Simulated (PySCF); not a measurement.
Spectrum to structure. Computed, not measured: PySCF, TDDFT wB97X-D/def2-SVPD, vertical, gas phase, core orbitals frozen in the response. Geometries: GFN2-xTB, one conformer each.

```json
{"state": "S1", "ν̃ (cm⁻¹)": "50680", "f": "0.102", "main configurations (H = HOMO, L = LUMO)": "H→L (73%), H-2→L (13%)"}
{"state": "S2", "ν̃ (cm⁻¹)": "53270", "f": "0.0048", "main configurations (H = HOMO, L = LUMO)": "H→L+2 (76%), H→L+1 (8%)"}
{"state": "S3", "ν̃ (cm⁻¹)": "54260", "f": "0.196", "main configurations (H = HOMO, L = LUMO)": "H→L+1 (63%), H-2→L (16%)"}
{"state": "S4", "ν̃ (cm⁻¹)": "55250", "f": "0.043", "main configurations (H = HOMO, L = LUMO)": "H-1→L (28%), H→L+3 (13%), H-2→L (12%)"}
{"state": "S5", "ν̃ (cm⁻¹)": "56760", "f": "0.047", "main configurations (H = HOMO, L = LUMO)": "H→L+3 (40%), H→L+4 (24%), H-1→L (11%)"}
{"state": "S6", "ν̃ (cm⁻¹)": "57310", "f": "0.054", "main configurations (H = HOMO, L = LUMO)": "H-2→L (22%), H-1→L (19%), H→L+1 (14%)"}
{"state": "S7", "ν̃ (cm⁻¹)": "58210", "f": "0.128", "main configurations (H = HOMO, L = LUMO)": "H-1→L+1 (35%), H-1→L (32%), H-2→L+1 (11%)"}
{"state": "S8", "ν̃ (cm⁻¹)": "59930", "f": "0.027", "main configurations (H = HOMO, L = LUMO)": "H-1→L+2 (38%), H-1→L+4 (33%)"}
```

Triplets computed (Tamm–Dancoff): 4.24, 4.39, 6.02 eV.

Orbital energies (eV): HOMO-3 -11.14, HOMO-2 -10.63, HOMO-1 -9.98, HOMO -9.14, LUMO 1.06, LUMO+1 1.69, LUMO+2 1.73.

**Question.** Which candidate is it? All have the formula C4H9FOSi2.
A. `F[Si@H]1C=C([SiH3])OCC1`
B. `C[C@H]1OC([SiH3])=C1[SiH2]F`
C. `[Si@H](C=C)(C(=C)O[SiH3])F`

**Answer.** C. Its S1, at 6.28 eV, is the highest among the candidates; the nearest of the others has S1 at 5.77 eV. S1 is HOMO→LUMO (73%), HOMO-2→LUMO (13%). Löwdin shares by element: HOMO carbon 61% or more, oxygen 21% (atoms not listed hold the other 18%); LUMO carbon 62% or more, silicon 12% or more (atoms not listed hold the other 26%). At the same level the other candidates give, for their lowest levels:
- `F[Si@H]1C=C([SiH3])OCC1`: 5.77 eV (f 0.174); 6.33 eV (f 0.059); 6.86 eV (f 0.013); 6.96 eV (f 0.023); 7.55 eV (f 0.023); T1 3.98 eV; HOMO -9.08, LUMO 0.95 eV
- `C[C@H]1OC([SiH3])=C1[SiH2]F`: 5.60 eV (f 0.243); 5.94 eV (f 0.023); 6.68 eV (f 0.002); 6.79 eV (f 0.012); 6.87 eV (f 0.003); T1 3.57 eV; HOMO -8.78, LUMO 0.94 eV

Shape of the structure used: `[CH2:1]=[CH:2][Si@H:3]([F:4])[C:5](=[CH2:6])[O:7][SiH3:8]`: C1–C2–Si3–F4 165°, C2–Si3–C5–C6 117°, Si3–C5–O7–Si8 169°.
